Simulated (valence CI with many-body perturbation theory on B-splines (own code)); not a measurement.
Level structure of Ho XXXV

Computed by configuration interaction combined with many-body perturbation theory (CI+MBPT): five valence electrons over a frozen Dirac-Fock core [Ar] 3d10, radial functions for each j: 11 s, 11 p, 10 d, 8 f, 5 g, 2 h, with the one-electron correlation potential Σ1 (screened to all orders), the two-electron term Σ2, the three-electron term Σ3, Breit, model QED; selected single and double excitations, second order for the rest, scaled by the run's own slope (own B-spline code, finite nucleus).

The last digits are not significant, and no measured levels were compared; by estimate large intervals hold to a few tenths of a per cent, small ones and those within an open d or f shell to about a per cent. Among the levels kept, up to 2100 cm⁻¹ of a level comes from second order outside the variational space, and about a tenth of that is noise between levels of different J, which matters for small intervals.

Levels 46 to 90 of 173, with energies above the lowest level, (4s^2 4p1/2^2 4p3/2) J=3/2. "Leading %" is the weight of the configuration and term that name the level; weights of strongly mixed levels are sums over their largest components and can fall short, so below about 35 % the name and the second component can differ from the true leading terms, or belong to a minority configuration. In the jj column 3d3/2^4 stands for four electrons in 3d with j = 3/2.

| No. | Configuration | Term | J | E (cm⁻¹) | Leading % | g | Second component | Leading jj |
| --- | --- | --- | --- | --- | --- | --- | --- | --- |
| 46 | 4s 4p4 | 2S | 1/2 | 2181800 | 20 | 1.734 | 19 % 4s 4p4 2P | 4s 4p3/2^4 (52 %) |
| 47 | 4s 4p3 4d | 4G° | 5/2 | 2191300 | 29 | 0.883 | 18 % 4s 4p3 4d 2F° | 4s 4p1/2^2 4p3/2 4d3/2 (80 %) |
| 48 | 4s2 4p2 4d | 2D | 5/2 | 2193800 | 53 | 1.136 | 20 % 4s2 4p2 4d 2F | 4s^2 4p3/2^2 4d5/2 (87 %) |
| 49 | 4p5 | 2P° | 3/2 | 2203800 | 41 | 1.290 | 17 % 4s 4p3 4d 2P° | 4s 4p1/2^2 4p3/2 4d5/2 (48 %) |
| 50 | 4s 4p3 4d | 4D° | 5/2 | 2222600 | 32 | 1.390 | 18 % 4s 4p3 4d 4P° | 4s 4p1/2^2 4p3/2 4d5/2 (89 %) |
| 51 | 4s 4p3 4d | 4D° | 1/2 | 2226600 | 52 | 0.555 | 20 % 4s 4p3 4d 2P° | 4s 4p1/2^2 4p3/2 4d3/2 (89 %) |
| 52 | 4s 4p3 4d | 2F° | 7/2 | 2260700 | 17 | 1.263 | 15 % 4s 4p3 4d 4D° | 4s 4p1/2^2 4p3/2 4d5/2 (64 %) |
| 53 | 4s 4p3 4d | 2F° | 7/2 | 2299800 | 32 | 1.140 | 20 % 4s 4p3 4d 2G° | 4s 4p1/2^2 4p3/2 4d5/2 (83 %) |
| 54 | 4s 4p3 4d | 4D° | 1/2 | 2340500 | 48 | 0.506 | 33 % 4s 4p3 4d 2P° | 4s 4p1/2^2 4p3/2 4d5/2 (84 %) |
| 55 | 4s2 4p2 4f | 4G° | 5/2 | 2341000 | 10 | 1.027 | 10 % 4s 4p3 4d 2D° | 4s 4p1/2^2 4p3/2 4d5/2 (49 %) |
| 56 | 4s 4p3 4d | 4D° | 3/2 | 2359900 | 30 | 1.366 | 16 % 4s 4p3 4d 4P° | 4s 4p1/2^2 4p3/2 4d5/2 (85 %) |
| 57 | 4p5 | 2P° | 3/2 | 2384000 | 30 | 1.099 | 21 % 4s 4p3 4d 4D° | 4p1/2^2 4p3/2^3 (30 %) |
| 58 | 4s2 4p2 4f | 4G° | 5/2 | 2407200 | 13 | 0.889 | 11 % 4s2 4p2 4f 2F° | 4s^2 4p1/2^2 4f5/2 (41 %) |
| 59 | 4s2 4p2 4f | 2F° | 7/2 | 2428300 | 21 | 1.138 | 15 % 4s2 4p2 4f 2G° | 4s^2 4p1/2^2 4f7/2 (75 %) |
| 60 | 4s 4p3 4d | 6D° | 1/2 | 2453600 | 37 | 1.986 | 22 % 4s 4p3 4d 4D° | 4s 4p1/2 4p3/2^2 4d3/2 (83 %) |
| 61 | 4s 4p3 4d | 6D° | 3/2 | 2458600 | 30 | 1.311 | 30 % 4s 4p3 4d 4D° | 4s 4p1/2 4p3/2^2 4d3/2 (74 %) |
| 62 | 4s 4p3 4d | 4F° | 5/2 | 2459300 | 32 | 1.237 | 25 % 4s 4p3 4d 6D° | 4s 4p1/2 4p3/2^2 4d3/2 (82 %) |
| 63 | 4s 4p3 4d | 4F° | 7/2 | 2483700 | 38 | 1.228 | 21 % 4s 4p3 4d 4G° | 4s 4p1/2 4p3/2^2 4d3/2 (73 %) |
| 64 | 4s2 4p 4d2 | 4G° | 5/2 | 2523900 | 32 | 0.827 | 24 % 4s2 4p 4d2 2F° | 4s^2 4p1/2 4d3/2^2 (64 %) |
| 65 | 4s 4p3 4d | 4G° | 9/2 | 2526500 | 50 | 1.207 | 15 % 4s 4p3 4d 4F° | 4s 4p1/2 4p3/2^2 4d3/2 (68 %) |
| 66 | 4s 4p3 4d | 4D° | 7/2 | 2539100 | 55 | 1.380 | 19 % 4s 4p3 4d 6D° | 4s 4p1/2 4p3/2^2 4d5/2 (77 %) |
| 67 | 4s 4p3 4d | 6D° | 9/2 | 2553500 | 32 | 1.336 | 32 % 4s 4p3 4d 4F° | 4s 4p1/2 4p3/2^2 4d5/2 (82 %) |
| 68 | 4s 4p3 4d | 4D° | 1/2 | 2562000 | 43 | 0.666 | 11 % 4s2 4p 4d2 4D° | 4s 4p1/2 4p3/2^2 4d3/2 (44 %) |
| 69 | 4s 4p3 4d | 4F° | 3/2 | 2581000 | 51 | 0.687 | 16 % 4s 4p3 4d 2D° | 4s 4p1/2 4p3/2^2 4d3/2 (81 %) |
| 70 | 4s 4p3 4d | 2P° | 1/2 | 2586300 | 44 | 0.602 | 31 % 4p5 2P° | 4s 4p1/2 4p3/2^2 4d5/2 (51 %) |
| 71 | 4s 4p3 4d | 2G° | 7/2 | 2594300 | 30 | 1.043 | 16 % 4s 4p3 4d 4G° | 4s 4p1/2 4p3/2^2 4d3/2 (56 %) |
| 72 | 4s 4p3 4d | 4P° | 5/2 | 2597700 | 39 | 1.405 | 18 % 4s 4p3 4d 4D° | 4s 4p1/2 4p3/2^2 4d3/2 (68 %) |
| 73 | 4s 4p3 4d | 4F° | 9/2 | 2607900 | 42 | 1.225 | 38 % 4s 4p3 4d 2G° | 4s 4p1/2 4p3/2^2 4d5/2 (75 %) |
| 74 | 4s 4p3 4d | 4F° | 3/2 | 2608100 | 27 | 1.115 | 16 % 4s 4p3 4d 4D° | 4s 4p1/2 4p3/2^2 4d3/2 (72 %) |
| 75 | 4s 4p3 4d | 4P° | 3/2 | 2615800 | 20 | 1.291 | 14 % 4s 4p3 4d 4S° | 4s 4p1/2 4p3/2^2 4d3/2 (64 %) |
| 76 | 4s 4p3 4d | 4G° | 5/2 | 2616700 | 16 | 0.897 | 16 % 4s2 4p 4d2 4G° | 4s 4p1/2 4p3/2^2 4d3/2 (46 %) |
| 77 | 4s 4p3 4d | 4G° | 11/2 | 2618600 | 93 | 1.268 | 4 % 4s2 4p2 4f 4G° | 4s 4p1/2 4p3/2^2 4d5/2 (93 %) |
| 78 | 4s 4p3 4d | 4D° | 7/2 | 2625100 | 23 | 1.190 | 16 % 4s 4p3 4d 2G° | 4s 4p1/2 4p3/2^2 4d3/2 (63 %) |
| 79 | 4s 4p3 4d | 4F° | 5/2 | 2629300 | 23 | 1.137 | 13 % 4s 4p3 4d 4P° | 4s 4p1/2 4p3/2^2 4d3/2 (49 %) |
| 80 | 4s2 4p 4d2 | 4G° | 7/2 | 2634100 | 37 | 1.088 | 12 % 4s 4p3 4d 2F° | 4s^2 4p1/2 4d3/2 4d5/2 (54 %) |
| 81 | 4s2 4p 4d2 | 2H° | 9/2 | 2637900 | 30 | 1.052 | 17 % 4s2 4p 4d2 2G° | 4s^2 4p1/2 4d3/2 4d5/2 (57 %) |
| 82 | 4s2 4p 4d2 | 2D° | 3/2 | 2644900 | 27 | 0.777 | 26 % 4s2 4p 4d2 4F° | 4s^2 4p1/2 4d3/2^2 (55 %) |
| 83 | 4s2 4p 4d2 | 4D° | 1/2 | 2653100 | 26 | 0.904 | 24 % 4s 4p3 4d 4P° | 4s^2 4p1/2 4d3/2^2 (41 %) |
| 84 | 4s 4p3 4d | 4P° | 1/2 | 2666000 | 25 | 1.687 | 22 % 4s 4p3 4d 2S° | 4s 4p1/2 4p3/2^2 4d5/2 (57 %) |
| 85 | 4s 4p3 4d | 4D° | 5/2 | 2666100 | 41 | 1.167 | 6 % 4s2 4p 4d2 2F° | 4s 4p1/2 4p3/2^2 4d5/2 (47 %) |
| 86 | 4s 4p3 4d | 4P° | 3/2 | 2679100 | 27 | 1.297 | 21 % 4s 4p3 4d 4D° | 4s 4p1/2 4p3/2^2 4d5/2 (57 %) |
| 87 | 4s2 4p 4d2 | 4D° | 3/2 | 2688000 | 20 | 1.367 | 12 % 4s 4p3 4d 4S° | 4s^2 4p1/2 4d3/2 4d5/2 (43 %) |
| 88 | 4s 4p3 4d | 4P° | 5/2 | 2696300 | 23 | 1.294 | 20 % 4s 4p3 4d 4D° | 4s 4p1/2 4p3/2^2 4d5/2 (64 %) |
| 89 | 4s 4p3 4d | 4D° | 7/2 | 2699400 | 27 | 1.179 | 14 % 4s 4p3 4d 2G° | 4s 4p1/2 4p3/2^2 4d5/2 (59 %) |
| 90 | 4s2 4p 4d2 | 4P° | 1/2 | 2703000 | 41 | 1.949 | 23 % 4s 4p3 4d 2S° | 4s^2 4p1/2 4d3/2 4d5/2 (57 %) |

Where two levels of one J and parity lie close, their mixing, g and order are uncertain.
